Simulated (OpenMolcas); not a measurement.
# Be: effect of the IPEA shift

```
Program             : OpenMolcas
Basis               : ANO-RCC-VQZP [5s4p3d2f1g]
Scalar Hamiltonian  : DKH2, point nucleus
Active space        : 2 electrons in 9 orbitals (RAS2 2s 2p; RAS3 3d, at most 2 electrons)
State averaging     : 2S+1 = 3 even, 3 roots; 2S+1 = 1 even, 6 roots; 2S+1 = 3 odd, 3 roots; 2S+1 = 1 odd, 3 roots
Spin-orbit coupling : state interaction with AMFI integrals over the reference wave functions, term energies averaged over their components
```

Methods on the same reference wave functions:
A. RASSCF
B. SS-RASPT2, IPEA 0 Eh, imaginary shift 0.1 Eh (closed shells correlated: 1s)
C. SS-RASPT2, IPEA 0.25 Eh, imaginary shift 0.1 Eh (closed shells correlated: 1s)

Energies in cm⁻¹ above 2s² ¹S₀, the measured ground level; measured values from NIST Handbook of Basic Atomic Spectroscopic Data.

| Level | A | B | C | Measured |
| --- | --- | --- | --- | --- |
| 2s² ¹S₀ | 0.0 | 0.0 | 0.0 | 0.0 |
| 2s 2p ³P°₀ | 21237 | 21838 | 21832 | 21978 |
| 2s 2p ³P°₁ | 21238 | 21839 | 21833 | 21979 |
| 2s 2p ³P°₂ | 21240 | 21841 | 21835 | 21981 |
| 2s 2p ¹P°₁ | 44784 | 43521 | 43597 | 42565 |
| 2p² ³P₀ | 59660 | 59784 | 59856 | 59694 |
| 2p² ³P₁ | 59661 | 59785 | 59857 | 59695 |
| 2p² ³P₂ | 59663 | 59787 | 59859 | 59697 |
| 2p² ¹D₂ | 60322 | 60294 | 60321 | 56882 |

Deviations, from unrounded energies. A percentage is the sum of absolute deviations over the sum of measured energies, with the sign that they share, or ± where signs differ.

```csv
Against measurement,Levels,A,B,C
mean absolute deviation (cm-1),8,1000,630,670
other configurations (%),8,±2.3,±1.5,±1.6
```

B lies closest to measurement on these levels and A furthest from it. The largest miss of B in the table is 2p² ¹D₂, by +3400 cm-1. The ranking rests on the paired levels alone, and a cruder setting can come out closer through cancelling errors.

Between B and C the level of the table that moves most is 2s 2p ¹P°₁, by 76 cm-1 (lowest in B, highest in C).

The lowest spin-free term lies below A's lowest term by 0.045 hartree in B, 0.044 hartree in C.

Active for correlation alone: 3d; no level in the range computed is led by a configuration that fills it, so any true level of that kind is missing. Without dynamic correlation excited terms often stand tens of per cent too high (terms of higher spin than the ground term too low), and those without a measured partner can miss by more than the paired ones (holds for A). Computed and measured levels are paired by configuration, term and J; levels that our copy of the source lacks, or whose pairing is in doubt (as where it misses far off the trend of its configuration), stay unpaired and out of the deviations. Only configurations of the active space appear.

° marks odd parity.
